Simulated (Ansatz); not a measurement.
A structure relaxed at PBE-D4/def2-SVP in Ansatz, charge 0, singlet:

```xyz
27

C    -2.8597   -1.7716   -1.8448
C    -1.6967   -0.7862   -1.7276
C    -0.3379   -1.4795   -1.5831
C     0.8597   -0.5333   -1.4240
N     0.8419    0.2486   -0.1937
C     0.1409    1.4430   -0.0280
C     0.4560    1.9481    1.3363
N     0.9402    0.6974    1.9542
C     1.4819    0.7033    3.2922
C     1.3372   -0.1868    0.9719
H    -2.7412   -2.4448   -2.7211
H    -3.8302   -1.2459   -1.9573
H    -2.9343   -2.4161   -0.9427
H    -1.6697   -0.1243   -2.6234
H    -1.8441   -0.1060   -0.8605
H    -0.3596   -2.1719   -0.7115
H    -0.1420   -2.1163   -2.4758
H     1.8070   -1.1102   -1.4383
H     0.9035    0.1833   -2.2711
H    -0.0632    2.0727   -0.9018
H    -0.3830    2.3660    1.9421
H     1.6792   -0.3365    3.6243
H     0.7423    1.1531    3.9870
H     2.4227    1.2937    3.3731
H     1.7708   -1.1764    1.1457
O     1.4304    3.0295    1.4100
H     2.0479    2.8669    0.6677
```

(1) Give its formula.

(2) Summarise the bond lengths by kind (pairs closer than 1.2 times the sum of covalent radii, bridged metal pairs left out).

Answers

(1) C8H16N2O.

(2) 6 × C–N 1.34 to 1.48 Å; 4 × C–C 1.49 to 1.53 Å; 1 × C–O 1.46 Å; 15 × C–H 1.09 to 1.12 Å; 1 × H–O 0.98 Å.
